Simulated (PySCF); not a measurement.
## Working out the excitation energy of F⁺

F⁺ [He] 2s2 2p4 (3P) → F⁺ [He] 2s1 2p5 (3P). Computed with PySCF 2.14 in x2c-QZVPPall (7s4p3d2f1g, 57 functions), with the spin-free X2C one-electron Hamiltonian (Gaussian nucleus). Frozen: nothing. Energies in hartree (1 hartree = 27.21139 eV):

| part | F⁺ (lower) | F⁺ (upper) |
| --- | --- | --- |
| UHF | -98.928456 | -98.127503 |
| MP2 opposite-spin | -0.141565 | -0.173642 |
| MP2 same-spin | -0.040823 | -0.046625 |

Q: What does Hartree-Fock give?

A: (-98.127503) − (-98.928456) = 0.800953 hartree = 21.795 eV.

Q: What do MP2 and SCS-MP2 (6/5 opposite-spin, 1/3 same-spin) give?

A: The opposite-spin parts differ by -0.873 eV and the same-spin parts by -0.158 eV. MP2: 21.795 + (-0.873) + (-0.158) = 20.764 eV. SCS-MP2: 21.795 + 1.2 × (-0.873) + (-0.158)/3 = 20.695 eV.

Measured between the centres of the two terms (NIST): 20.431 eV, so MP2 (valence and next inner shell) is off by 0.333 eV.

What remains against the reference includes basis incompleteness and correlation beyond second order.
